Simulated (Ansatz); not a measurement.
C₂H₅NSiZn at its PBE0-D4/def2-TZVP geometry, where that method's forces vanish. Charge 0, multiplicity 1. The bonds changed during the relaxation, so this is another structure than the one it started from.

```xyz
10

C    -1.4061    1.3835    0.9966
N    -0.9552    0.2804    0.5425
C     0.0483    0.2872   -0.3919
Si    0.7158   -1.2141   -0.9653
Zn    2.6562   -2.0315    0.9567
H    -1.0246    2.3591    0.6696
H    -2.2060    1.3675    1.7320
H     0.5110    1.2433   -0.6670
H     1.6781   -1.1899   -2.0909
H    -0.0174   -2.4855   -0.7822
```

Question: What forces (eV/Å) does r2SCAN-D4/def2-TZVPP give on these atoms in Ansatz? (Estimate.)

Answer: Computed: 
```
C1  -0.178  0.366  0.175
N2   0.112 -0.380 -0.125
C3  -0.059  0.114  0.020
Si4  0.249 -0.280  0.065
Zn5 -0.100  0.041 -0.105
H6   0.010  0.034 -0.013
H7   0.005 -0.002 -0.002
H8   0.012  0.057 -0.002
H9  -0.037  0.017  0.003
H10 -0.014  0.034 -0.014
```
